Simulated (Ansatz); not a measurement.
Geometry optimisation, Ansatz 0.2.0, UKS PBE0-D4/STO-3G.

Input:

```yaml
crystal:
  periodic: [false, false, false]
  atoms:
    - { symbol: C, position_ang: [-0.27, -0.2278, 1.6843] }
    - { symbol: C, position_ang: [0.6483, -0.0229, 0.5087] }
    - { symbol: O, position_ang: [0.7371, -1.2549, -0.298] }
    - { symbol: Si, position_ang: [-0.094, -0.869, -1.6228] }
    - { symbol: Si, position_ang: [0.1743, 1.1511, -0.9279] }
    - { symbol: Cl, position_ang: [-1.4521, 2.3292, -0.4956] }
    - { symbol: H, position_ang: [-1.2945, -0.4808, 1.3539] }
    - { symbol: H, position_ang: [-0.3695, 0.7665, 2.2343] }
    - { symbol: H, position_ang: [0.0516, -0.9335, 2.4054] }
    - { symbol: H, position_ang: [1.6435, 0.2551, 0.924] }
    - { symbol: H, position_ang: [-1.5407, -1.4505, -1.4344] }
    - { symbol: H, position_ang: [0.5327, -1.2956, -2.8536] }
    - { symbol: H, position_ang: [1.2536, 1.9983, -1.4635] }
magnetization:
  spin_polarized: true
basis:
  gaussian: { orbitals: STO-3G }
hamiltonian:
  xc: pbe0
  dispersion: d4
relax:
  f_tol: 0.02
  max_steps: 40
output:
  orbitals: {}
```

Run as:

```bash
$ ansatz run input.yaml --threads 1 --pin off --max-ram 2048MiB --backend cpu --events-out ev --progress --plain --runs-dir out
```

Q: Where does it end, and by what steps?

A: The run converged. Limits of this set-up: minimal basis. After 8 steps the energy has fallen by 0.845 eV; H11 moved furthest, 0.26 Å.

| step | energy less start (eV) | largest force component (eV/Å) | accepted |
| --- | --- | --- | --- |
| 0 | 0.0000 | 4.833 | yes |
| 1 | -0.7130 | 2.186 | yes |
| 2 | -0.8213 | 0.752 | yes |
| 3 | -0.8428 | 0.104 | yes |
| 4 | -0.8441 | 0.044 | yes |
| 5 | -0.8445 | 0.022 | yes |
| 6 | -0.8447 | 0.024 | yes |
| 7 | -0.8448 | 0.024 | yes |
| 8 | -0.8449 | 0.014 | yes |

```xyz
13
Properties=species:S:1:pos:R:3
C -0.281 -0.136 1.721
C 0.697 -0.029 0.520
O 0.777 -1.307 -0.235
Si -0.140 -0.926 -1.683
Si 0.122 1.140 -0.884
Cl -1.518 2.377 -0.437
H -1.310 -0.324 1.385
H -0.277 0.797 2.301
H 0.021 -0.958 2.383
H 1.705 0.200 0.924
H -1.476 -1.493 -1.684
H 0.544 -1.381 -2.878
H 1.156 2.007 -1.418
```

Whether the end is a true minimum wasn't checked by a vibrational analysis.

Run time: 53 s on 1 thread of Intel(R) Xeon(R) Platinum 8375C CPU @ 2.90GHz (Ice Lake) (shared host), peak memory 0.22 GiB.
